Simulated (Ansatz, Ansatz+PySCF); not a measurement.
```xyz
2

C     0.0000    0.0000   -1.8841
C     0.0000    0.0000    1.8841
```

Basis set: cc-pVDZ (spherical functions). Left uncorrelated: 2 orbitals. Charge 0, multiplicity 1.

Computed with Ansatz (development build ahead of 0.2.0); each method stands on the lowest determinant of its kind that the runs found. Restricted open shells among the atoms or ions are ROHF, correlated in semicanonical orbitals with singles. Restricted functionals stand beside restricted open-shell atoms, which can lie above the unrestricted atoms usual in DFT and then raise those values.

The atomization energy at this shape (free ground-state atoms in the same class of orbitals less the molecule, no zero-point energy) of singlet C2:

```tsv
method	atomization energy
ωB97X (unrestricted)	0.04 eV
r²SCAN (unrestricted)	0.03 eV
PBE0 (unrestricted)	0.03 eV
PBE (unrestricted)	0.06 eV
ωB97X (restricted)	-3.43 eV
UHF-CCSDT(Q)	0.02 eV
UHF-CCSD(T)	0.02 eV
r²SCAN (restricted)	-3.55 eV
UHF-MP2	0.02 eV
PBE0 (restricted)	-3.84 eV
RHF-CCSD(T)	-3.16 eV
UHF	0.01 eV
RHF-MP2	-4.08 eV
RHF	-4.64 eV
RHF-CCSD	-3.28 eV
```

(1) What does PBE (restricted) give?

Results:

(1) -2.31 eV. Caution for ωB97X (unrestricted), PBE0 (unrestricted), ωB97X (restricted), UHF-CCSDT(Q), UHF-CCSD(T), UHF-MP2, RHF-CCSD(T), UHF, RHF-MP2, RHF, RHF-CCSD: the determinant breaks the point group. Caution for ωB97X (unrestricted), PBE0 (unrestricted), UHF-CCSDT(Q), UHF-CCSD(T), UHF-MP2, UHF: the unrestricted determinant is a mixture of spin states. Caution for r²SCAN (unrestricted), PBE (unrestricted): the unrestricted determinant is spin contaminated. Caution for ωB97X (restricted), r²SCAN (restricted), PBE (restricted), PBE0 (restricted), RHF-CCSD(T), RHF-MP2, RHF, RHF-CCSD: an unrestricted determinant lies well below; the molecule lies well above its atoms at this level. Caution for UHF-CCSDT(Q), UHF-CCSD(T), UHF-MP2: bonds are stretched, where a single reference can fail. Caution for UHF-MP2, RHF-MP2: another reference gives a lower total. Caution for RHF-CCSD(T), RHF-MP2, RHF-CCSD: large amplitudes, a single reference is doubtful. Caution for RHF-CCSD(T): the program doubts this total; the program finds a lower state of this spin.
